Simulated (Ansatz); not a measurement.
System: sum formula SiNH5, charge 0, multiplicity 1. SMILES: N[SiH3]
Structure (B3LYP-D3(BJ)/def2-TZVP (Ansatz, a program for electronic structure) minimum search):
```
Si
N 1 1.7237
H 2 1.0079 1 120.20
H 2 1.0079 3 110.80 1 147.52
H 1 1.4811 2 107.87 3 -48.00
H 1 1.4811 5 110.61 2 117.76
H 1 1.4892 5 107.32 6 116.78
```
Charge 0, spin multiplicity 1.

Parts of the frozen-core correlation energy in STO-3G (Ansatz, hartree). Frozen orbitals: 6; correlated occupied orbitals by spin: 7 and 7; virtual: 6 and 6. Spin-orbit coupling is left out. No relativistic terms.

```
term                            value
-------------------------  ----------
reference (HF)             -342.24653
MP2 opposite-spin                 ___
MP2 same-spin                     ___
CCSD correlation                  ___
(T)                          -0.00106
FCI minus CCSD(T)            -0.00037
T1 diagnostic                   0.006
largest doubles amplitude       0.060
```

Question: Some entries are withheld; supply them.

Answer: 
- MP2 opposite-spin, value: -0.07778
- MP2 same-spin, value: -0.00679
- CCSD correlation, value: -0.11607
